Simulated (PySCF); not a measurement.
**Correlation energy of Ga⁺ (gallium, charge +1)**

[Ar] 3d10 4s2, closed-shell 1S. Computed with PySCF 2.14 in cc-pVTZ-DK, with scalar relativity by spin-free X2C-1e. Frozen: [Ar] 3d10; 2 electrons correlated.

Total MP2 correlation energy: -25.82 mhartree.

Same-spin part 0.00 and opposite-spin part -25.82 mhartree; SCS-MP2 scales them by 1/3 and 6/5 to -30.98 mhartree.

With two correlated electrons CCSD is exact within the correlated space (frozen core and kept virtual orbitals).

```
level  correlation energy (mhartree)
 CCSD                         -36.44
```

Diagnostics: T1 = 0.0064, D1 = 0.0090, largest double amplitude 0.096.

Is a single reference adequate?

Mostly. T1 lies below 0.03, but a double amplitude of this size points to a near-degeneracy that CCSD handles and MP2 describes poorly.
